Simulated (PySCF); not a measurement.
**Mayer bond orders and bond lengths**

Species: C₃H₃F₂OS (charge -1).
SMILES with atom numbers: `[CH3:1][S:2]/[C:3]([F:4])=[C:5](/[O-:6])[F:7]` (hydrogens: H8, H9, H10 on C1)

Cartesian coordinates in Å at the GFN2-xTB, dihedral held level; atoms count from 1:
```
atom  x, y, z in Å
C1    -1.634   -0.495   -0.089
S2    -0.702    0.931   -0.780
C3     0.939    0.400   -0.516
F4     1.693    0.284   -1.683
C5     1.633    0.466    0.659
O6     2.783    0.230    0.970
F7     0.724    0.709    1.764
H8    -1.351   -0.607    0.952
H9    -2.692   -0.266   -0.175
H10   -1.392   -1.395   -0.649
```

Bond orders from the PBE0/pcSseg-1 density (PySCF). The geometry is a constrained GFN2-xTB structure with the dihedral F4–C3–S2–C1 held at 120°, isolated molecule; it need not be a minimum. The pcSseg-1 basis has no diffuse functions, a weakness for an anion.

Problem. Where do the orders between heavy atoms depart from those drawn in the SMILES?

Solution. The largest departure is 0.858, at C5–O6 (drawn single, 1.858). Drawn single, order above 1.12: C5–O6 (1.858). Drawn single, order below 0.88: C3–F4 (0.854) and C5–F7 (0.806). Drawn double or triple, more than 0.30 short of the drawn order: C3–C5 (1.362). The SMILES, with its formal charges, is one Lewis structure only.

Problem. Give the Mayer order of every bond, beside its length.

Solution. 
```
  bond  drawn as  length (Å)  Mayer order
 C1–S2    single       1.838        0.958
 S2–C3    single       1.746        1.071
 C3–F4    single       1.394        0.854
 C3–C5    double       1.366        1.362
 C5–O6    single       1.215        1.858
 C5–F7    single       1.451        0.806
 C1–H8    single       1.085        0.955
 C1–H9    single       1.086        0.958
C1–H10    single       1.087        0.961
```

Bonds between the same two heavy elements. C–S: lowest C1–S2 (0.958, 1.838 Å), highest S2–C3 (1.071, 1.746 Å). C–F: lowest C5–F7 (0.806, 1.451 Å), highest C3–F4 (0.854, 1.394 Å).

Problem. Sum the orders of all bonds at each heavy atom with more than one neighbour and set the sums beside the valence in the SMILES.

Solution. C1 3.832 (drawn 4), S2 2.029 (drawn 2), C3 3.287 (drawn 4), C5 4.026 (drawn 4). Orders between atoms that aren't bonded are not in these sums.

Mayer orders depend on the basis set.
